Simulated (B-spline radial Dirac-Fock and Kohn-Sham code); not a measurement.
Method: ΔSCF Dirac-Fock with Breit, self-energy and vacuum polarisation, finite nucleus, configuration average. Computed with a radial B-spline solver. Correlation energy is missing from these numbers.

Q: Identify the element and charge state from the binding energies below (tabulated ground configuration; the least bound level is included).

| level | binding energy (eV) |
| --- | --- |
| L3 | 8704.2 |
| M2 | 2354.3 |
| M3 | 2161.0 |
| N1 | 788.2 |
| N3 | 655.2 |
| N4 | 509.0 |
| N6,7 | 325.9 |

A: Er¹⁵⁺: Z = 68 with 53 electrons, [Kr] 4d10 4f7.

Q: Identify the element and charge state from the binding energies below (tabulated ground configuration; the least bound level is included).

```tsv
level	binding energy (eV)
2s	4770.1
2p1/2	4488.0
2p3/2	4313.5
3s	1551.0
3p1/2	1438.1
3p3/2	1402.0
3d	1228.4
```

A: Ag²⁴⁺: Z = 47 with 23 electrons, [Ar] 3d5.
